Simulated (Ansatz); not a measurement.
`B[SiH2]CF` + NH₃ → `B[SiH2]N` + fluoromethane at 700 K and 1 bar (ligand exchange at the Si–C bond).

Computed with Ansatz on PBE0-D4/def2-TZVP structures; ΔE is electronic, products minus reactants. CCSD(T)/CBS is the MP2 limit (def2-TZVPP, def2-QZVPP) plus CCSD(T) − MP2 in def2-TZVPP, frozen cores. This one scheme is used for every species. Each species was taken in one conformer, which may not be the lowest.

```json
{"species": "`B[SiH2]CF`", "CCSD(T)/CBS energy (Eh)": "-455.26817", "H − E (kJ/mol)": "247.7", "S (J/(mol·K))": "449.7"}
{"species": "NH₃", "CCSD(T)/CBS energy (Eh)": "-56.50880", "H − E (kJ/mol)": "116.9", "S (J/(mol·K))": "226.5"}
{"species": "`B[SiH2]N`", "CCSD(T)/CBS energy (Eh)": "-372.16627", "H − E (kJ/mol)": "230.4", "S (J/(mol·K))": "405.1"}
{"species": "`CF`", "CCSD(T)/CBS energy (Eh)": "-139.63461", "H − E (kJ/mol)": "133.6", "S (J/(mol·K))": "263.9"}
```

H − E and S are ideal-gas, rigid-rotor, harmonic terms from PBE0-D4/def2-TZVP, for one conformer and one mirror image of each species. 1 Eh = 2625.50 kJ/mol, R = 8.31446 J/(mol·K).

**Question.** By hand: ΔE, ΔH, ΔS and ΔG.

**Answer.** ΔE = (-372.16627) + (-139.63461) − (-455.26817) − (-56.50880) = -0.02391 Eh = -62.8 kJ/mol. Δ(H − E) = 230.4 + 133.6 − 247.7 − 116.9 = -0.6, so ΔH = -63.4 kJ/mol. ΔS = 405.1 + 263.9 − 449.7 − 226.5 = -7.2 J/(mol·K). ΔG = -63.4 − 700 × (-7.2)/1000 = -58.4 kJ/mol.

**Question.** By hand: the equilibrium constant, and the temperature at which ΔG would vanish if ΔH and ΔS stayed fixed.

**Answer.** log₁₀ K = −ΔG/(RT ln 10) = 4.4. ΔG = 0 at ΔH/ΔS = 8806 K, far beyond where these terms or the molecules hold.

The number of gas molecules stays the same, so ΔS is small and ΔH decides. A doubt of 5 kJ/mol in ΔE shifts log₁₀ K by 0.4 here. Other conformers and mirror images would add mixing entropy, several J/(mol·K) or more a flexible species. Modes under 60 cm⁻¹, often nearly free rotors, make the harmonic entropy too high. These are equilibria of isolated gas molecules and say nothing of rates. Largest T1 diagnostic: 0.012 (customary marks: 0.02 for closed shells, 0.045 for open ones).
